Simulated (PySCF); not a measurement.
C₅H₆F₂O₂.
Structure used (PBE0-D3(BJ)/def2-TZVP), in Å, numbered top down from 1:
```xyz
15
C5H6F2O2 angstrom
C     -2.1967    0.1306   -0.7186
C     -1.3903    0.7162    0.4142
O      0.0160    0.5286    0.2043
C      0.5209   -0.6441    0.5984
O     -0.1202   -1.5183    1.1253
C      1.9565   -0.7812    0.3368
C      2.7485    0.0967   -0.2651
F      2.4200    1.2613   -0.7377
F      4.0237   -0.1224   -0.4653
H     -1.8794    0.5485   -1.6759
H     -2.0850   -0.9538   -0.7510
H     -3.2548    0.3616   -0.5768
H     -1.5128    1.7978    0.4744
H     -1.6672    0.2674    1.3691
H      2.4088   -1.7066    0.6611
```

Level: wB97X-D/pcSseg-2 in PySCF, non-relativistic, on one gas-phase PBE0-D3(BJ)/def2-TZVP geometry that isn't relaxed in the solvent. The solvent is an IEF-PCM continuum (van der Waals radii × 1.2). The model holds no explicit solvent molecules, cavitation or dispersion.

Gas phase at wB97X-D/pcSseg-2: HOMO -10.00 eV, LUMO 0.65 eV, dipole 1.51 D.

What does the continuum do to the energy, the frontier levels and the dipole at wB97X-D/pcSseg-2 in chloroform?

| solvent | ε | E(solvent) − E(gas) (kJ/mol) | polarisation term (kJ/mol) | distortion of the solute (kJ/mol) | HOMO (eV) | LUMO (eV) | dipole (D) |
| --- | --- | --- | --- | --- | --- | --- | --- |
| chloroform | 4.711 | -15.25 | -16.72 | 1.47 | -9.94 | 0.66 | 1.82 |

Polarisation term: ½ Σ q·V over the induced surface charges. Distortion: the rise of the solute's own energy as its density leaves the gas-phase optimum.

Which radius a makes the point-dipole formula ΔE = −[(ε − 1)/(2ε + 1)]·μ²/a³ give the value in chloroform, with the gas-phase dipole?

μ = 0.593 au and |ΔE| = 0.00581 Eh give a = 1.47 Å; the farthest nucleus lies 4.05 Å from the centroid of the nuclei, so such a sphere wouldn't even hold the nuclei. The formula assumes a rigid point dipole at the centre of a sphere.

Give the dipole vector in the frame of the coordinates (D, pointing from negative to positive charge), gas and chloroform.

Gas (-0.23, 1.30, -0.72), solvent (-0.16, 1.59, -0.87). Its length changes by +21 % and its direction by 4°.

Time: 4.0 min wall, 7.4 min CPU; peak memory 2.7 GiB. Hardware: 2 threads of an Intel Xeon at 2.50 GHz, no GPU, shared host. This is the whole shielding run at wB97X-D/pcSseg-2 in chloroform, SCF included.

wB97X-D is run here without its empirical dispersion term; that term would change no orbital, density or response property at a fixed geometry.
